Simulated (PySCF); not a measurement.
Tl³⁺ (thallium, charge +3) across methods

[Xe] 4f14 5d10, closed-shell 1S. Calculation: PySCF 2.14, in aug-cc-pwCVTZ-PP with ECP60MDF; a scalar-relativistic core potential.

```
   method  E (hartree)  mean ε 5s (eV)  mean ε 5p (eV)  mean ε 5d (eV)  Σ⟨r²⟩ (bohr²)   ⟨S²⟩
   revPBE    -170.5360         -160.86         -106.72         -44.299          29.84  0.000
   r2SCAN    -170.5236         -163.70         -108.80         -44.751          29.67  0.000
    HSE06    -170.4529         -166.18         -110.81         -46.026          29.77  0.000
CAM-B3LYP    -170.4081         -167.68         -112.52         -47.933          29.88  0.000
      UHF   -169.62165         -182.45         -123.49         -51.572          29.58  0.000
BHandHLYP    -170.3575         -172.27         -115.67         -48.424          29.75  0.000
      PBE    -170.4705         -160.91         -106.76         -44.363          29.89  0.000
      LDA    -170.1537         -160.95         -106.76         -44.553          30.05  0.000
     PBE0    -170.4572         -166.60         -111.23         -46.453          29.76  0.000
```

Energies and moments cover only the electrons outside the core potential. Spin-orbit coupling, which splits the p, d and f shells strongly at this Z, is absent.
